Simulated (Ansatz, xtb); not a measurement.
# Two isomers of C5H5BrO

We compare a, `C=C/C=C(\Br)C=O`, a singlet, with b, `BrC1=CCC=CO1`, a singlet. Both are isolated molecules in the gas phase, relaxed with B3LYP-D3(BJ)/def2-SVP; each stands in its lowest conformer found.

a (Å):

```xyz
12

C    -2.4865   -0.7249   -2.2678
C    -2.6614   -0.6184   -0.9375
C    -1.8107    0.1965   -0.1013
C    -1.8893    0.3788    1.2370
C    -0.9297    1.2577    1.9581
Br   -3.2084   -0.4495    2.3329
O    -0.0349    1.8542    1.4062
H    -1.6804   -0.1910   -2.7804
H    -3.1425   -1.3474   -2.8807
H    -3.4742   -1.1614   -0.4462
H    -0.9918    0.7474   -0.5789
H    -1.0977    1.3277    3.0601
```

b (Å):

```xyz
12

C    -1.3867   -0.5020   -0.9348
C    -1.5906    0.0025    0.2867
C    -0.7591    1.1450    0.8188
C     0.2546    1.5611   -0.2150
C     0.3504    0.9660   -1.4059
Br   -2.3951   -1.9317   -1.6560
O    -0.4486   -0.0754   -1.8199
H    -2.3780   -0.4270    0.9067
H    -1.4077    1.9996    1.0959
H    -0.2570    0.8519    1.7621
H     0.9431    2.3796    0.0061
H     1.0673    1.2340   -2.1821
```

Estimate E(b) − E(a) at the level CCSD(T)/def2-SVP + ΔMP2/def2-TZVPP.

Too close to call at this level: CCSD(T)/def2-SVP + ΔMP2/def2-TZVPP gives E(b) − E(a) = +0.002 eV.

How the difference moves with the method:

```json
{"level": "GFN2-xTB", "geometry": "GFN2-xTB", "E(b) − E(a) (eV)": "−1.095", "departure from the last row (eV)": "−1.097", "job, with rough time for the two": "optimisation, 0.14 s"}
{"level": "HF/STO-3G", "geometry": "GFN2-xTB", "E(b) − E(a) (eV)": "−1.703", "departure from the last row (eV)": "−1.705", "job, with rough time for the two": "single point, 0.48 s"}
{"level": "r2SCAN-D4/def2-SVP", "geometry": "GFN2-xTB", "E(b) − E(a) (eV)": "−0.030", "departure from the last row (eV)": "−0.033", "job, with rough time for the two": "single point, 4.2 s"}
{"level": "B3LYP-D3(BJ)/def2-SVP", "geometry": "B3LYP-D3(BJ)/def2-SVP", "E(b) − E(a) (eV)": "+0.049", "departure from the last row (eV)": "+0.047", "job, with rough time for the two": "optimisation, 29 s"}
{"level": "HF/def2-SVP", "geometry": "B3LYP-D3(BJ)/def2-SVP", "E(b) − E(a) (eV)": "+0.084", "departure from the last row (eV)": "+0.082", "job, with rough time for the two": "part of the CCSD(T) run"}
{"level": "MP2/def2-SVP", "geometry": "B3LYP-D3(BJ)/def2-SVP", "E(b) − E(a) (eV)": "+0.055", "departure from the last row (eV)": "+0.053", "job, with rough time for the two": "part of the CCSD(T) run"}
{"level": "CCSD(T)/def2-SVP", "geometry": "B3LYP-D3(BJ)/def2-SVP", "E(b) − E(a) (eV)": "+0.089", "departure from the last row (eV)": "+0.087", "job, with rough time for the two": "single point"}
{"level": "CCSD(T)/def2-SVP + ΔMP2/def2-TZVPP", "geometry": "B3LYP-D3(BJ)/def2-SVP", "E(b) − E(a) (eV)": "+0.002", "departure from the last row (eV)": "", "job, with rough time for the two": "single point, 93 s"}
```

As drawn, b has 2 C–O in place of 1 C=O. Structure a has no ring, b a 6-membered ring.

The largest departure from CCSD(T)/def2-SVP + ΔMP2/def2-TZVPP is that of HF/STO-3G, 1.705 eV. The last row adds to CCSD(T) the change of the MP2 difference between the two basis sets, here −0.087 eV.

With thermal terms from frequencies at re-optimised GFN2-xTB minima (ideal gas, soft modes damped towards free rotors, one conformer each, 298.15 K, 1 atm): the zero-point term adds +0.093 eV; ΔH is +0.060 and ΔG +0.142 eV.

The correlated steps freeze 15 core orbitals; the filled d shell of Br is correlated, in a basis made for valence electrons. Codes used: Ansatz 0.2.0, xtb 6.7.1; the last row on 4 threads of Arm Neoverse V1 on a shared host.
